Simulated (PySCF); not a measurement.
A homologous series of growing length: silicon-germanium chain mercapto/mercapto. Gas-phase values, no solvent. One relaxed conformer stands for each flexible species; it need not be the lowest. Strings in code marks are SMILES.

Level of theory: r2SCAN-D4/def2-TZVP // r2SCAN-D4/def2-SVP in PySCF. All candidates: neutral, multiplicity 1. Excitations are Tamm–Dancoff values on a coarser integration grid. The basis has no diffuse functions, so Rydberg states are missing or too high.

```yaml
S1 excitation (TDA): 4.65 eV
HOMO: -6.13 eV
LUMO: -1.74 eV
```

### Question
Say which member has these values.
A. `S[SiH2][GeH2][SiH2][GeH2][SH]`
B. `S[SiH2][GeH2][SH]`
C. `S[SiH2][GeH2][SiH2][GeH2][SiH2][GeH2][SH]`

### Answer
A, `S[SiH2][GeH2][SiH2][GeH2][SH]`. The others give `S[SiH2][GeH2][SH]`: 5.02 eV, -6.18 eV, -1.35 eV; `S[SiH2][GeH2][SiH2][GeH2][SiH2][GeH2][SH]`: 4.78 eV, -6.16 eV, -1.50 eV
